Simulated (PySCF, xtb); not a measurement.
Te(I)(SH) (HISTe), SMILES S[Te]I. The values are those of a single conformer.

Harmonic wavenumbers (cm⁻¹) from xtb with GFN2-xTB at its own minimum, in rising order: 96, 236, 266, 367, 741, 2406.

### Question
What does PySCF 2.14.0 with B3LYP-D3(BJ)/def2-SVP give at its own minimum? (Estimate from the structure and the level; the computed values follow.)

### Answer
91, 189, 329, 348, 767, 2643. Paired by order, the mean absolute difference is 67 cm⁻¹ and the zero-point energies are 5.9 and 6.2 kcal/mol.
